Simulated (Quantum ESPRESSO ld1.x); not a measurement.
Results of a calculation; reference values are marked as such.
Species: Ba5+. Configuration: [Kr] 4d10 5s2 5p3. Code: ld1.x of Quantum ESPRESSO 7.5. Model: scalar-relativistic Kohn-Sham, PBE, spin-unpolarised, spherical densities, point nucleus.

Normalised radial functions P(r) = r R(r), r in bohr:

```
   r/bohr * 3d, o 4s (the largest magnitude, 1.96, reaches the edge; | marks zero, & curves that meet)
 0.001359                             *o
 0.002059                             * o
 0.003122                             *  o
 0.004695                             *  o
 0.007116                             *   o
  0.01079                             *    o
  0.01635                             *   o
  0.02479                             |*o
  0.03758                           o | *
  0.05696                       o     |     *
  0.08566                      o      |           *
   0.1299                             |o                   *
   0.1968                             |          o               *
   0.2984                             |     o                 *
   0.4523                o            |           *
   0.6857          o                  |  *
    1.039                    o        *
    1.563                            o*
    2.369                             &
    3.592                             &
    5.445                             &
```

3d: eigenvalue -820.43 eV, 0 radial nodes, <r> = 0.267 bohr, 90 % of the charge inside 0.417 bohr. 4s: eigenvalue -298.55 eV, 3 radial nodes at r = 0.0317, 0.126, 0.345 bohr, <r> = 0.673 bohr, 90 % of the charge inside 0.967 bohr.
